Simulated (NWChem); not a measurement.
**Lowest excitation of AgI**

```
Ag
I 1 2.5850
```
Charge 0, spin multiplicity 1.

The numbers come from NWChem runs, not from measurements. Structure: optimised with PBE/def2-SVP with def2 effective core potentials on Ag, I, a minimum by its harmonic frequencies.

Basis set: def2-SVPD.

| method | lowest vertical singlet excitation energy (eV) | relative cost | difference from EOM-CCSD |
|---|---|---|---|
| TD-B3LYP | 2.25 | under 3 | -0.85 |
| TD-PBE | 2.00 | 1 | -1.10 |
| TDA-PBE0 | 2.53 | under 3 | -0.57 |
| EOM-CCSD | 3.10 | 4 | 0.00 |
| CIS | 4.03 | under 3 | +0.93 |

The values span 2.03 eV, from TD-PBE (lowest) to CIS (highest). The cost column gives rough processor time relative to TD-PBE; each entry includes its own SCF.

Effective core potentials replace the inner electrons of Ag, I; spin-orbit coupling is left out. The correlated methods keep 8 core orbitals frozen. B3LYP has NWChem's definition, with VWN1-RPA local correlation. The structure started from a generated list of species. No row is a measurement; the coupled-cluster row has its own basis-set and correlation limits.
